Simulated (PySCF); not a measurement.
Energy profile

The step: BNH₂ClF ([NH2][B]([F])[Cl]) → BNHCl ([NH][B][Cl]) + HF; bonds formed: F2–H4; bonds broken: B1–F2, N3–H4 (atoms numbered as in the saddle structure below).

B1  (-0.093, 0.362, -0.404)
F2  (-1.181, -0.027, 1.053)
N3  (0.786, -0.503, -0.006)
H4  (-0.327, -0.579, 1.054)
Cl5  (-0.857, 1.559, -1.343)
H6  (1.672, -0.813, -0.355)
(Å)

Electronic energies by CCSD(T) at an estimated basis limit (MP2 extrapolated from triple and quadruple zeta, plus CCSD(T) − MP2 in triple zeta), on PBE0-D4/def2-TZVP structures; BNH2ClF, closed shell; no counterpoise correction. Program: PySCF 2.14 with density fitting (its default auxiliary sets; JK sets also for MP2 and CCSD(T)). Basis: def2-TZVPP and def2-QZVPP. Cores are frozen in the correlated methods. Extrapolation: Hartree–Fock as exp(−7.88 √X), correlation as X^−2.97.

Give the profile in kcal/mol, counted from the start structure. (To be estimated.)

By the calculation:
```json
{"point": "start structure", "kcal/mol": "0.00"}
{"point": "saddle", "kcal/mol": "79.85"}
{"point": "end structure", "kcal/mol": "66.01"}
{"point": "separated: BNHCl (linked as [NH][B][Cl]; B1, N3, Cl5, H6; singlet) + HF (F2, H4; singlet)", "kcal/mol": "71.41"}
```

No T1 diagnostic of these runs exceeds 0.015.

For scale, one of the runs: CCSD(T)/def2-TZVPP, 163 basis functions, launched by `OMP_NUM_THREADS=4 python run.py`. Hardware: 4 CPU threads of an Arm Neoverse V2, shared host. Wall time 3 min; peak host memory 1.4 GiB.
